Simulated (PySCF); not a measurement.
Species: `FC(F)(F)C(F)(F)C#P`. The columns A, B, C and D hold Mulliken, IAO, Hirshfeld and ESP-fitted charges (e) of one PBE0/pcSseg-1 density (PySCF), in a shuffled order. Coordinates in Å (GFN2-xTB); the density's dipole moment is (2.11, -1.05, 0.00) D.

```json
{"atom": "F1", "x": "-0.831", "y": "-1.104", "z": "-1.175", "A": "-0.269", "B": "-0.254", "C": "-0.087", "D": "-0.120"}
{"atom": "C2", "x": "-0.933", "y": "-0.382", "z": "-0.055", "A": "+0.791", "B": "+0.793", "C": "+0.241", "D": "+0.319"}
{"atom": "F3", "x": "-0.901", "y": "-1.238", "z": "0.971", "A": "-0.269", "B": "-0.254", "C": "-0.087", "D": "-0.120"}
{"atom": "F4", "x": "-2.119", "y": "0.212", "z": "-0.056", "A": "-0.254", "B": "-0.244", "C": "-0.078", "D": "-0.102"}
{"atom": "C5", "x": "0.251", "y": "0.625", "z": "0.044", "A": "+0.520", "B": "+0.472", "C": "+0.156", "D": "+0.306"}
{"atom": "F6", "x": "0.076", "y": "1.366", "z": "1.173", "A": "-0.273", "B": "-0.272", "C": "-0.089", "D": "-0.128"}
{"atom": "F7", "x": "0.137", "y": "1.500", "z": "-0.993", "A": "-0.273", "B": "-0.272", "C": "-0.089", "D": "-0.128"}
{"atom": "C8", "x": "1.503", "y": "-0.088", "z": "0.036", "A": "-0.373", "B": "-0.326", "C": "-0.137", "D": "-0.259"}
{"atom": "P9", "x": "2.832", "y": "-0.885", "z": "0.029", "A": "+0.399", "B": "+0.357", "C": "+0.170", "D": "+0.232"}
```

Which column most likely holds the ESP-fitted charges?

D. Σ q r misses the density's dipole by 0.02 D (D), 0.26 D (C), 2.28 D (B), 2.63 D (A). Charges fitted to the outside potential are the only set here that is tied to the molecule's multipoles.

And the Hirshfeld charges?

C. The mean sizes are 0.126 e (C), 0.190 e (D), 0.360 e (B), 0.380 e (A), and Hirshfeld charges are commonly the smallest of these schemes.

As computed, A = IAO, B = Mulliken, C = Hirshfeld, D = ESP-fitted.

The IAO scheme counts the electrons in orthogonalised intrinsic atomic orbitals, a minimal basis polarised so that it spans the occupied orbitals exactly. The ESP scheme is a least-squares fit of atom-centred charges to the potential on four shells outside the van der Waals surface, with the total charge fixed.

Geometry: GFN2-xTB; no solvent, vibrations or thermal averaging.

The values belong to the conformer `[F:1][C:2]([F:3])([F:4])[C:5]([F:6])([F:7])[C:8]#[P:9]`: F1–C2–C5–F6 178°.
